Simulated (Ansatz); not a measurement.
Computed with Ansatz on PBE0-D4/def2-TZVP structures; ΔE is electronic, products minus reactants. CCSD(T)/CBS is the MP2 limit (def2-TZVPP, def2-QZVPP) plus CCSD(T) − MP2 in def2-TZVPP, frozen cores. This one scheme is used for every species. Functionals use def2-TZVPP. B3LYP here is the variant with VWN-RPA as its local correlation; programs differ in this. HSE06 is defined as in plane-wave codes. Each species was taken in one conformer, which may not be the lowest.

`[AlH2][CH2]Cl` + `NCS` → `NC[S][AlH2]` + `CCl`  (ligand exchange at the Al–C bond)

`[AlH2][CH2]Cl`:

```xyz
7

Al    0.917    0.593    0.255
C    -0.763   -0.321   -0.211
Cl   -0.584   -2.103   -0.175
H     2.208   -0.234    0.638
H     0.911    2.182    0.230
H    -1.113   -0.052   -1.212
H    -1.575   -0.064    0.475
```

`NCS`:

Cartesian coordinates in Å:
```
N 0.536 0.890 0.466
C -0.488 -0.067 0.114
S -0.517 -0.440 -1.657
H 0.474 1.129 1.449
H 1.459 0.511 0.296
H -1.465 0.376 0.320
H -0.445 -1.024 0.648
H 0.447 -1.375 -1.637
```

`NC[S][AlH2]`:

```xyz
10

N    -1.656   -0.033   -0.847
C    -0.623    0.743   -0.213
S    -0.255    0.069    1.451
Al    1.726   -0.757    1.148
H    -1.316   -0.949   -1.112
H    -1.997    0.433   -1.678
H    -0.995    1.756   -0.052
H     0.322    0.814   -0.768
H     2.446   -1.440    2.377
H     2.348   -0.637   -0.307
```

`CCl`:

Z-matrix (Å, degrees):
```
C
Cl 1 1.773
H 1 1.088 2 108.6
H 1 1.087 2 108.7 3 -120.0
H 1 1.088 2 108.7 3 120.0
```

```csv
level,ΔE (kJ/mol),difference from CCSD(T)/CBS
LDA (SPW92),-128.3,-0.5
PBE-D4,-129.0,-1.2
revPBE-D4,-128.5,-0.7
BLYP-D4,-126.4,1.4
r2SCAN-D4,-132.0,-4.2
B97M-V,-130.6,-2.8
PBE0-D4,-129.8,-2.0
B3LYP-D4,-127.3,0.5
r2SCANh-D4,-131.9,-4.1
r2SCAN0-D4,-131.9,-4.1
HSE06-D4,-129.9,-2.1
BHLYP-D4,-129.1,-1.3
CAM-B3LYP-D4,-124.8,3.0
ωB97X-V,-125.0,2.8
ωB97M-V,-124.5,3.3
B2PLYP,-127.6,0.2
PBE-QIDH,-130.7,-2.9
PBE,-127.7,0.1
revPBE,-126.3,1.5
BLYP,-123.9,3.9
r2SCAN,-131.6,-3.8
PBE0,-128.5,-0.7
B3LYP,-125.2,2.6
r2SCAN0,-131.3,-3.5
HSE06,-128.7,-0.9
BHLYP,-126.9,0.9
LC-ωPBE,-124.0,3.8
RPA@PBE/def2-TZVPP,-121.7,6.1
HF/def2-SVP,-126.2,1.6
MP2/def2-SVP,-130.9,-3.1
CCSD/def2-SVP,-126.3,1.5
CCSD(T)/def2-SVP,-128.0,-0.2
MP2/def2-TZVPP,-130.9,-3.1
SCS-MP2/def2-TZVPP,-128.0,-0.2
CCSD/def2-TZVPP,-125.5,2.3
CCSD(T)/def2-TZVPP,-127.1,0.7
HF/def2-QZVPP,-127.0,0.8
MP2/def2-QZVPP,-131.0,-3.2
SCS-MP2/def2-QZVPP,-128.3,-0.5
MP2/CBS(def2),-131.6,-3.8
CCSD(T)/CBS,-127.8,0
```

Largest T1 diagnostic among the species: 0.011.

Leaving LDA and LC-ωPBE aside and taking each functional with its dispersion term where it has one, the values spread over 7.5 kJ/mol, from r2SCAN-D4 to ωB97M-V.
